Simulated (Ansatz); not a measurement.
One change: `C[SiH](O)Br` becomes `C[SiH](O)I`.

Ansatz, PBE0-D4/def2-TZVP geometries, multiplicity 1. Each molecule was computed in one conformer, which needn't be the lowest.

Elements past krypton have def2 core potentials. Scalar relativity is left out up to krypton.

```tsv
property	`C[SiH](O)Br`
HOMO–LUMO gap (PBE0/def2-TZVPP) / eV	8.75
HOMO–LUMO gap (PBE/def2-TZVPP) / eV	6.58
size of the dipole moment (PBE/def2-TZVPP) / D	1.97
LUMO energy (PBE/def2-TZVPP) / eV	-0.36
HOMO energy (B3LYP/def2-TZVPP) / eV	-7.98
HOMO–LUMO gap (ωB97M-V/def2-TZVPP) / eV	12.51
```

Task: What does the change do to each property? (An estimate is asked.)

Result: Computed: 
```
                                      property  `C[SiH](O)I`  shift
          HOMO–LUMO gap (PBE0/def2-TZVPP) / eV          7.56  -1.19
           HOMO–LUMO gap (PBE/def2-TZVPP) / eV          5.55  -1.03
size of the dipole moment (PBE/def2-TZVPP) / D          1.92  -0.05
             LUMO energy (PBE/def2-TZVPP) / eV         -0.84  -0.48
           HOMO energy (B3LYP/def2-TZVPP) / eV         -7.29   0.69
       HOMO–LUMO gap (ωB97M-V/def2-TZVPP) / eV         11.52  -0.99
```

With PBE0 the HOMO rises by 0.69 eV and the LUMO falls by 0.49 eV, so the gap narrows by about 1.18 eV. PBE moves the HOMO by 0.55 eV and ωB97M-V by 0.78 eV. Dipoles are sizes alone; their direction can turn.

B3LYP here is the variant with VWN-RPA as its local correlation; programs differ in this.

Spin–orbit coupling is left out; it splits and shifts lone-pair levels of the heavy atoms by tenths of an eV.
